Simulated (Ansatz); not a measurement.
A series at Hf: from `[F][Hf]([Cl])([Cl])[Cl]`, ligands are replaced one by one, each step taking up H–F and setting free HCl; n counts the steps. Ansatz, PBE0-D4/def2-TZVP geometries.

```csv
n,molecule,"zero-point energy, PBE0-D4/def2-TZVP (kJ/mol)"
0,`[F][Hf]([Cl])([Cl])[Cl]`,?
1,`[F][Hf]([F])([Cl])[Cl]`,16.7
2,`[F][Hf]([F])([F])[Cl]`,18.7
3,`[F][Hf]([F])([F])[F]`,20.8
```

**Question.** By hand: fit a straight line y = ȳ + b (n − n̄) to the 3 given rows and predict n = 0.

**Answer.** n̄ = 2.000, ȳ = 18.73; Σ(n − n̄)(y − ȳ) = 4.10, Σ(n − n̄)² = 2.000, so b = 2.05 kJ/mol a step. Prediction: 18.73 + (2.05) × (-2.000) = 14.6 kJ/mol.

**Question.** By hand: compare with the computed value, 14.6 kJ/mol, and give the steps along the whole series.

**Answer.** The line misses by 0.0 kJ/mol (computed minus predicted). Steps: 2.1, 2.0, 2.1 kJ/mol.

The steps differ by at most 0.1 kJ/mol, 4.8 % of a mean step, so the ligands' effects nearly add and a line is close. The miss is 0.0 % of the series' range.
